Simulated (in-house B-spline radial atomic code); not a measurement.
Configurations of C, with energies counted from [He] 2s2 2p2. Level of theory: Dirac-Hartree-Fock, average of configuration, Fermi nucleus of rms radius 2.4702 fm; calculated with an all-electron radial atomic-structure program (B-spline basis). Energies include first-order Breit, QED and recoil terms.

Occupations are held fixed; configurations that lie above the ionisation limit could autoionise.

| configuration | E - E(ref) (eV) | highest orbital | its <r> (bohr) |
| --- | --- | --- | --- |
| [He] 2s2 2p1 3s1 | 6.4993 | 3s1/2 | 5.992 |
| [He] 2s2 2p1 6s1 | 9.4503 | 6s1/2 | 37.52 |
| [He] 2s2 2p1 5g1 | 9.4508 | 5g9/2 | 27.5 |
| [He] 2s2 2p1 6d1 | 9.6145 | 6d5/2 | 50.59 |
| [He] 2s2 2p1 6f1 | 9.6171 | 6f7/2 | 47.99 |
| [He] 2s1 2p2 4d1 | 17.172 | 4d3/2 | 20.69 |
| [He] 2s1 2p2 5g1 | 17.487 | 5g9/2 | 27.5 |
| [He] 2s1 2p2 6g1 | 17.653 | 6g9/2 | 44 |

**Question.** Order these further configurations by energy, lowest first.
A. [He] 2s1 2p2 3d1
B. [He] 2s1 2p2 5f1
C. [He] 2s2 2p1 4f1
D. [He] 2s1 2p2 4f1
E. [He] 2s2 2p1 4d1

**Answer.** E (9.1373 eV), C (9.1447 eV), A (16.504 eV), D (17.181 eV), B (17.487 eV).

**Question.** How far above the reference does [He] 2s2 2p1 5d1 lie?

**Answer.** 9.4466 eV; its least bound orbital is 5d5/2 with <r> = 34.16 bohr.

**Question.** How far above the reference does [He] 2s1 2p3 lie?

**Answer.** 8.7831 eV; its least bound orbital is 2p3/2 with <r> = 1.76 bohr.

**Question.** How far above the reference does [He] 2s2 2p1 5s1 lie?

**Answer.** 9.1426 eV; its least bound orbital is 5s1/2 with <r> = 24.02 bohr.
